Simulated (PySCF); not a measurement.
Al(Et)(OH)(NH2) (C2H8AlNO), SMILES C[CH2][Al]([NH2])[OH]. Geometry: PBE-D3(BJ)/def2-SVP. The structure was generated by enumeration; whether it is a known compound was not checked. One conformer was computed; it need not be the lowest.

Computed equilibrium geometry at PBE-D3(BJ)/def2-SVP (PySCF confirms it by a frequency run) as bond lengths and angles (one conformer of several):
Atoms: Al1 C2 C3 H4 H5 H6 H7 H8 O9 H10 N11 H12 H13. Bonds (Å): Al1–C2 1.965, Al1–O9 1.726, Al1–N11 1.789, C2–C3 1.539, C2–H4 1.114, C2–H5 1.113, C3–H6 1.110, C3–H7 1.109, C3–H8 1.112, O9–H10 0.968, N11–H12 1.022, N11–H13 1.023. Bond angles (°): C2–Al1–O9 116.7, C2–Al1–N11 122.4, O9–Al1–N11 121.0, Al1–C2–C3 114.8, Al1–C2–H4 106.9, Al1–C2–H5 109.2, C3–C2–H4 109.8, C3–C2–H5 110.7, H4–C2–H5 104.9, C2–C3–H6 111.8, C2–C3–H7 111.6, C2–C3–H8 112.4, H6–C3–H7 106.6, H6–C3–H8 106.9, H7–C3–H8 107.2, Al1–O9–H10 124.8, Al1–N11–H12 126.9, Al1–N11–H13 123.7, H12–N11–H13 109.4.
